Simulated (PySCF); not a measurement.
CF₃O₃S, charge -1.

```xyz
8

O      1.2483    -0.7207    -1.2406
S      0.0000     0.0000    -0.9236
O      0.0000     1.4414    -1.2406
O     -1.2483    -0.7207    -1.2406
C      0.0000     0.0000     0.9483
F      1.0782     0.6225     1.4393
F      0.0000    -1.2450     1.4393
F     -1.0782     0.6225     1.4393
```
Charge -1, spin multiplicity 1.

Geometry: PBE0-D3(BJ)/def2-SVPD.

These are B3LYP/pcSseg-1 (PySCF) values and carry that method's errors. Non-relativistic, no solvent.

Computed absolute GIAO shielding of each atom: isotropic value and principal components (ppm):
```
atom  σ(iso)    σ11    σ22    σ33   span
----  ------  -----  -----  -----  -----
O1      96.9   44.1   64.5  182.1  138.0
S2     144.3   -1.9  217.4  217.4  219.3
O3      96.9   44.1   64.5  182.1  138.0
O4      96.9   44.1   64.5  182.1  138.0
C5      47.9   47.3   47.3   49.1    1.9
F6     271.1  193.2  258.9  361.1  167.9
F7     271.1  193.2  258.9  361.1  167.9
F8     271.1  193.2  258.9  361.1  167.9
```
